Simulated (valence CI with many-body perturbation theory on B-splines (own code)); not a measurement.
**Valence orbitals of Os XXXVI**

Method: relativistic CI+MBPT: five valence electrons over a frozen Dirac-Fock core [Kr], radial functions for each j: 7 s, 7 p, 8 d, 6 f, 4 g, 1 h, with the one-electron correlation potential Σ1, the two-electron term Σ2, the three-electron term Σ3, Breit, model QED; selected CI, second order for the rest (own B-spline code, finite nucleus).

The last digits are not significant, and no measured levels were compared; by estimate large intervals hold to a few tenths of a per cent, small ones and those within an open d or f shell to about a per cent. Only levels of the ground parity were solved; by the run's estimate the other parity begins above the list, which can be wrong where configurations are misplaced.

These are the spectroscopic orbitals of the CI (the correlating ones are not listed), shaped by the core and the other valence electrons. h is the expectation value of the core's Dirac-Fock operator, without the valence repulsion; Σ1 is computed up to l = 3 at one energy for each symmetry, that of its lowest orbital but kept below the first core excitation, so for empty shells it is not the orbital's own correlation shift; Breit and QED include the response of the core.

```
Orbital  h (hartree)  Σ1 (cm⁻¹)  Breit (cm⁻¹)  QED (cm⁻¹)  ⟨r⟩ (bohr)
  5s1/2      -44.957     -11255          4992        3840      0.7076
  6s1/2      -29.207      -4462          2646        2058       1.088
  7s1/2      -20.527      -2317          1535        1214       1.555
  5p1/2      -43.087     -11261          7659        98.1      0.7170
  6p1/2        -28.2      -4621          4162        57.6       1.106
  7p1/2      -19.923      -2442          2450        35.5       1.582
  5p3/2      -41.422      -9880          4392         432      0.7484
  6p3/2      -27.319      -4201          2428         241       1.143
  7p3/2      -19.399      -2253          1584         146       1.626
  4d3/2      -65.199     -22929          8468        -846      0.4113
  5d3/2      -38.472     -10551          3592        -292      0.7520
  6d3/2      -25.723      -4826          1930        -152       1.169
  4d5/2       -64.37     -22092          5017        -405      0.4179
  5d5/2      -38.112     -10373          2197        -114      0.7599
  6d5/2      -25.528      -4736          1190       -57.5       1.179
  4f5/2      -56.919     -45967          2045        -704      0.3896
  5f5/2      -34.966     -10240          1010        -247      0.7556
  4f7/2      -56.705     -40844          20.0        -546      0.3923
  5f7/2      -34.868      -9962           180        -180      0.7583
  5g7/2        -32.6                     -143        -103      0.7160
  5g9/2      -32.569                     -326       -78.2      0.7172
```

Among the shells of the start configuration 4d5, Σ1 is largest in size for 4d3/2, where it is 0.16 % of h.

Lowest root of each symmetry, sizes in configuration state functions:

```csv
J,Parity,Roots,Reference,Variational,Second order,Change by selected CI (cm⁻¹),Change by second order (cm⁻¹)
1/2,even,4,77,22520,260039,-9843,-25
3/2,even,7,141,26010,626087,-9095,-69
5/2,even,10,183,27135,692114,-8666,-117
7/2,even,7,192,25046,931460,-8918,-203
9/2,even,5,181,24789,767228,-9337,-226
11/2,even,3,150,25235,671592,-9131,-78
13/2,even,1,112,19953,409926,-9318,-35
```
